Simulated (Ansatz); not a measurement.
Predict a relaxed structure of `C[SiH](C)O[SiH](C)O[Si](C)(C)C`, charge 0, singlet, at r2SCAN-D4/def2-SVP (Ansatz).


```xyz
31

C    -1.896    0.973    2.276
Si   -1.780   -0.635    1.332
C    -2.551   -2.044    2.289
O    -0.161   -0.964    1.079
Si    0.882   -1.607   -0.045
C     0.126   -3.092   -0.873
O     1.217   -0.473   -1.202
Si    1.368    1.200   -1.287
C     2.591    1.565   -2.655
C     1.981    1.845    0.365
C    -0.314    1.922   -1.695
H    -2.945    1.241    2.484
H    -1.441    1.803    1.712
H    -1.367    0.893    3.240
H    -2.464   -0.501    0.004
H    -2.483   -2.991    1.729
H    -3.617   -1.852    2.495
H    -2.037   -2.186    3.255
H     2.131   -1.955    0.690
H    -0.809   -2.812   -1.387
H     0.809   -3.512   -1.629
H    -0.104   -3.885   -0.143
H     3.574    1.119   -2.433
H     2.735    2.650   -2.791
H     2.243    1.148   -3.614
H     2.976    1.436    0.608
H     1.293    1.552    1.176
H     2.062    2.945    0.367
H    -0.266    3.018   -1.809
H    -0.704    1.501   -2.636
H    -1.049    1.699   -0.903
```
 This is one stationary point.
